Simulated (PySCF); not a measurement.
How methods differ on the excitation energy of Ar⁺

Ar⁺ [Ne] 3s2 3p5 (2P) → Ar⁺ [Ne] 3s1 3p5 4s1 (4P), as a difference of total energies. Computed with PySCF 2.14 in aug-cc-pCVTZ-DK (8s7p5d3f, 75 functions), with the spin-free X2C one-electron Hamiltonian (Gaussian nucleus). Correlated levels: valence: [Ne] frozen; valence and next inner shell: 1s2 frozen; nothing frozen. The calculations carry no spin-orbit coupling.

```
                                method  excitation energy (eV)
                                   UHF                  33.191
                                   LDA                  31.362
                                   PBE                  31.362
                                  PBE0                  32.108
                                r2SCAN                  32.127
                                 TPSSh                  32.150
                                M06-2X                  32.184
                                 B97-3                  32.497
                                 B3LYP                  31.914
                         MP2 (valence)                  31.671
                     SCS-MP2 (valence)                  31.497
    MP2 (valence and next inner shell)                  31.625
SCS-MP2 (valence and next inner shell)                  31.452
                   MP2 (all electrons)                  31.618
               SCS-MP2 (all electrons)                  31.447
```

Task: How much does correlation contribute at MP2 (all electrons)?

Result: 31.618 − (33.191) = -1.573 eV, measured against UHF.

A first-order spin-orbit estimate (lowest level to lowest level, LS coupling) adds -0.007 eV.

The upper state lies above the first ionisation limit, where it may autoionise and the basis confines it. A Rydberg-like electron needs more diffuse functions than a valence basis has.

The promoted electron is Rydberg-like, and one or two diffuse shells describe it only roughly, which tends to raise the upper state.
